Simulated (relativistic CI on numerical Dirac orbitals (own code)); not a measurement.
**Re3+: 5p photoemission**

Computed with this model: Dirac-Coulomb-Breit CI, orbitals from a KLI potential per configuration, model QED (radiative potential, 1s self-energy scaled to tabulated hydrogen-like ionisation energies), valence Slater integrals scaled by 0.7, multiplet model of photoemission in the sudden approximation; configurations [Xe] 4f14 5d4 → [Kr] 4d10 4f14 5s2 5p5 5d4; 300 K; Lorentzian 2.1 eV and Gaussian 0.6 eV FWHM. Energies are those of the free ion, without screening or charge transfer. The energies are binding energies and can lie tens of eV above those of solids. S is read from ⟨S²⟩ = S(S + 1).

Field parameters in Wybourne normalisation: D3d B²₀ = −7Dσ, B⁴₀ = −14Dq − 21Dτ, B⁴₃ = −14√(10/7) Dq. The field is a parameter set, without covalency.

free ion: ground-state S = 1.73, centroid 85.12 eV. Peaks (eV, height): 79.2 (100), 84.0 (20), 97.0 (41).

D3d, 10Dq = 26500, Dσ = -1200, Dτ = -350 cm⁻¹: ground-state S = 0.99, centroid 85.32 eV. Peaks (eV, height): 79.6 (100), 94.2 (40).

Strongest unbroadened transitions for free ion:

| Energy (eV) | Relative strength |
| --- | --- |
| 79.09 | 100.0 |
| 80.61 | 21.2 |
| 80.80 | 2.6 |
| 81.26 | 1.4 |
| 83.91 | 9.8 |
| 85.11 | 3.6 |
| 85.66 | 5.0 |
| 86.31 | 2.2 |
| 86.97 | 1.3 |
| 88.10 | 2.0 |
| 88.55 | 2.1 |
| 89.97 | 1.3 |
| 94.50 | 7.1 |
| 95.29 | 5.0 |
| 95.76 | 3.3 |
| 96.43 | 2.8 |
| 97.16 | 38.0 |
| 99.83 | 1.8 |
